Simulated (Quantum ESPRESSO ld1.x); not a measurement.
Q: Isoelectronic series with 16 electrons, each ion in its NIST ground configuration. Calculated with ld1.x of Quantum ESPRESSO 7.5: Dirac Kohn-Sham, PBE, spin-unpolarised, spherical densities, point nucleus; open shells fill j = l - 1/2 first. Total energies (hartree) and orbital eigenvalues (eV):

ion,configuration,E (hartree),3p3/2,3p1/2,3s1/2
S,[Ne] 3s2 3p4,-399.049,-6.9707,-7.0544,-17.2434
K3+,[Ne] 3s2 3p4,-599.043,-54.6489,-54.9771,-72.3722
Ti6+,[Ne] 3s2 3p4,-842.126,-131.866,-132.708,-157.394
Mn9+,[Ne] 3s2 3p4,-1128.510,-237.220,-238.984,-271.018
Ni12+,[Ne] 3s2 3p4,-1458.546,-370.330,-373.592,-413.048
Se18+,[Ne] 3s2 3p4,-2251.408,-719.432,-728.265,-782.852
Rb21+,[Ne] 3s2 3p4,-2715.34,-935.441,-948.855,-1011.19
Zr24+,[Ne] 3s2 3p4,-3225.16,-1179.17,-1198.77,-1268.99
Tc27+,[Ne] 3s2 3p4,-3781.60,-1450.71,-1478.45,-1556.72
Pd30+,[Ne] 3s2 3p4,-4385.53,-1750.18,-1788.43,-1874.93
In33+,[Ne] 3s2 3p4,-5037.90,-2077.71,-2129.29,-2224.23

Estimate the row of Ga15+ ([Ne] 3s2 3p4).

A: E (hartree) -1832.673; 3p3/2 -531.074; 3p1/2 -536.614; 3s1/2 -583.581.
